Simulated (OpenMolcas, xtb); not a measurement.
## A ladder of methods for GeSiH5Cl (SMILES Cl[SiH2][GeH3])

The species is GeSiH5Cl (8 atoms), meant as a singlet with charge 0. SMILES: `Cl[SiH2][GeH3]`. Geometry: relaxed at PBE0-D4/def2-TZVP.

```xyz
8

Cl   -2.2903    1.2172   -0.3106
Si   -0.4141    0.6026   -0.9069
Ge    0.5815   -0.6622    0.8427
H    -0.5736   -0.2064   -2.1408
H     0.3807    1.8157   -1.2222
H     0.7112    0.2017    2.1061
H     1.9815   -1.1355    0.4156
H    -0.2846   -1.8903    1.1602
```

Each level gives the dipole moment (D). The values are calculated.

```csv
level,kind,program,value (D),CPU time
GFN2-xTB,semi-empirical,xtb,1.42,under 2 s
HF/cc-pVDZ,Hartree–Fock,OpenMolcas,1.64,13 s
SVWN5/cc-pVDZ,LDA,OpenMolcas,1.34,41 s
PBE/cc-pVDZ,GGA,OpenMolcas,1.31,49 s
TPSS/cc-pVDZ,meta-GGA,OpenMolcas,1.33,61 s
PBE0/cc-pVDZ,global hybrid,OpenMolcas,1.45,45 s
```

All-electron rows without a relativistic Hamiltonian named are non-relativistic. The values span 1.31 to 1.64 D. Magnitudes only. Times are those of the runs behind each value, whatever else they computed, on shared processors of several kinds: orders of magnitude only.
